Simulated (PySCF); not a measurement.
Removing an electron from `CC#C[Si@H](C)[SiH]([SiH3])[SiH3]`

Species: C4H14Si4.
Cartesian coordinates in Å at the PBE0-D3(BJ)/def2-SVP level; atoms count from 1:
```
atom  x, y, z in Å
C1     3.2447    0.4615   -1.5740
C2     2.2674   -0.0546   -0.6349
C3     1.4452   -0.4874    0.1561
Si4    0.1191   -1.0658    1.2773
C5    -0.3208   -2.8597    0.9281
Si6   -1.6680    0.3810    0.8033
Si7   -0.9860    2.5799    1.2370
Si8   -2.1058    0.1818   -1.4906
H9     3.7975   -0.3578   -2.0607
H10    3.9766    1.1080   -1.0650
H11    2.7574    1.0567   -2.3621
H12    0.5690   -0.9059    2.6958
H13   -1.1441   -3.1908    1.5792
H14    0.5486   -3.5116    1.1051
H15   -0.6361   -2.9789   -0.1195
H16   -2.8971    0.0471    1.5961
H17   -2.0577    3.5597    0.8754
H18    0.2282    2.8779    0.4166
H19   -0.6457    2.7576    2.6831
H20   -2.4759   -1.2253   -1.8433
H21   -0.8763    0.5556   -2.2552
H22   -3.2232    1.0839   -1.9112
```

Level: wB97X-D/def2-SVPD (PySCF). Frontier orbitals with their largest atomic shares (Löwdin; up to four atoms above 4 %):

| orbital | ε (eV) | main atoms |
| --- | --- | --- |
| HOMO−3 | -10.03 | C3 23 %, C2 19 %, Si6 16 %, Si4 8 % |
| HOMO−2 | -9.57 | Si6 22 %, C3 15 %, Si7 14 %, Si8 14 % |
| HOMO−1 | -9.50 | C3 23 %, C2 22 %, Si6 10 %, Si8 7 % |
| HOMO | -8.95 | ? |
| LUMO | 1.37 | Si4 19 %, Si6 13 %, C2 10 %, C3 9 % |
| LUMO+1 | 1.56 | Si6 18 %, Si8 16 %, Si7 14 %, C2 8 % |
| LUMO+2 | 1.75 | Si6 18 %, Si8 14 %, Si4 12 %, Si7 11 % |

Q: What vertical ionisation energy does ΔSCF give, and how far is −ε(HOMO) from it?

A: ΔSCF: 8.89 eV (858 kJ/mol; threshold wavelength 139 nm); ⟨S²⟩ of the doublet left behind is 0.762, against 0.75 for a pure doublet. −ε(HOMO) is 8.95 eV, 0.06 eV above it. In exact Kohn–Sham theory the two would be equal; wB97X-D (range-separated hybrid) comes within 0.06 eV of that here.

Q: On which atoms does the HOMO lie?

A: Si6 (SiH silicon) 21 %, C3 (alkyne carbon) 17 %, C2 (alkyne carbon) 17 %, Si4 (SiH silicon) 16 %, so no atom holds as much as 40 %. The HOMO−1 lies 0.55 eV lower.

Q: What total energies stand behind the ΔSCF value?

A: E(N) = -1318.24638 Eh and E(N − 1) = -1317.91952 Eh at the same geometry, 0.32686 Eh apart.

Q: Shift the occupied levels rigidly so that −ε(HOMO) equals the ΔSCF value. What binding energies result?

A: The shift is -0.06 eV: HOMO 8.89, HOMO−1 9.44, HOMO−2 9.51, HOMO−3 9.97 eV. A rigid shift is only a rough guide to the deeper ionisations.

Q: With α = 168.1 au, estimate the like-pair dispersion coefficient by London's formula C6 = (3/4)α²I.

A: I = 0.3269 Eh, so C6 ≈ 6930 au, a rough estimate.

Geometry: PBE0-D3(BJ)/def2-SVP, one conformer, isolated molecule.

The run behind these numbers computed excited states and ΔSCF ions as well. The run took 21 min (with the writing of density and orbital grids) on Arm Neoverse N1, one thread, shared host with 64 logical CPUs at a one-minute load of 61, and the process peaked at 1.4 GiB of memory.

Note: wB97X-D ran without an empirical dispersion term, which enters the total energy and its gradient alone.
